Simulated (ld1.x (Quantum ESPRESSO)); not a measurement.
## Logarithmic derivatives: Nd, RRKJ

Nd, norm-conserving RRKJ (Kleinman–Bylander form), made with ld1.x (Quantum ESPRESSO) 7.5 (PBE, scalar-relativistic). Core [Kr] 4d10 5s2, reference 4f4 5p6 5d0 6s1 6p1. Waves: 5p (bound): rc 2.48 bohr; 5d (bound, empty): rc 3.34 bohr; 4f (bound): rc 1.00 bohr; 6s (bound): rc 3.66 bohr. Local part: the s channel. Core correction: none.

Occupied shells without a wave of their own: 6p. They enter only through the test configuration that unscreens the potential.

The phase is arctan(r·u′/u) with u = r·R(r), unwrapped; energies in Ry, scanned from -4 to 5 Ry. A pole is an energy at which the radial function vanishes at the test radius. The pseudo phase is shifted by a multiple of π to meet the all-electron one at the reference energy, and phase errors are pseudo minus all-electron; the curves can meet again beyond the range given. Levels narrower than the energy grid can be missing from the lists of poles. n/a: not evaluated, since a narrow level or a reset projector energy made the automatic matching unsafe.

Q: For each channel, where are the poles, and over which energies does the pseudopotential scatter like the atom?

A:

```
channel  radius (bohr)  reference energy (Ry)  poles, all-electron  poles, pseudo  unbroken range about the reference energy with phases within 0.05 rad  phase error 1 Ry above the reference energy (rad)
      s           3.95                  -0.31           0.67, 4.76     0.60, 3.02                                                                    n/a                                                n/a
      p           3.95                  -1.71          -1.69, 1.42    -1.69, 2.19                                                             below -0.5                                             +0.026
      d           3.95                  -0.21           0.06, 2.85     0.07, 3.73                                                              below 0.6                                             +0.092
      f           3.95                  -0.22          -0.20, 1.85    -0.20, 2.88                                                              below 0.2                                             +0.759
```

The potential misses its own reference levels by up to 0.3 eV.

Phases in the f channel:

```json
{"E (Ry)": "-4.00", "all-electron": "1.449", "pseudo": "1.449"}
{"E (Ry)": "-3.52", "all-electron": "1.442", "pseudo": "1.442"}
{"E (Ry)": "-3.04", "all-electron": "1.433", "pseudo": "1.433"}
{"E (Ry)": "-2.56", "all-electron": "1.422", "pseudo": "1.422"}
{"E (Ry)": "-2.08", "all-electron": "1.408", "pseudo": "1.409"}
{"E (Ry)": "-1.60", "all-electron": "1.389", "pseudo": "1.390"}
{"E (Ry)": "-1.12", "all-electron": "1.361", "pseudo": "1.364"}
{"E (Ry)": "-0.64", "all-electron": "1.313", "pseudo": "1.320"}
{"E (Ry)": "-0.16", "all-electron": "-1.779", "pseudo": "-1.764"}
{"E (Ry)": "0.32", "all-electron": "-2.063", "pseudo": "-1.980"}
{"E (Ry)": "0.80", "all-electron": "-3.224", "pseudo": "-2.413"}
{"E (Ry)": "1.28", "all-electron": "-4.469", "pseudo": "-3.917"}
{"E (Ry)": "1.76", "all-electron": "-4.688", "pseudo": "-4.466"}
{"E (Ry)": "2.24", "all-electron": "-4.808", "pseudo": "-4.618"}
{"E (Ry)": "2.72", "all-electron": "-4.979", "pseudo": "-4.694"}
{"E (Ry)": "3.20", "all-electron": "-6.064", "pseudo": "-4.747"}
{"E (Ry)": "3.68", "all-electron": "-7.563", "pseudo": "-4.799"}
{"E (Ry)": "4.16", "all-electron": "-7.744", "pseudo": "-4.868"}
{"E (Ry)": "4.64", "all-electron": "-7.816", "pseudo": "-5.009"}
```
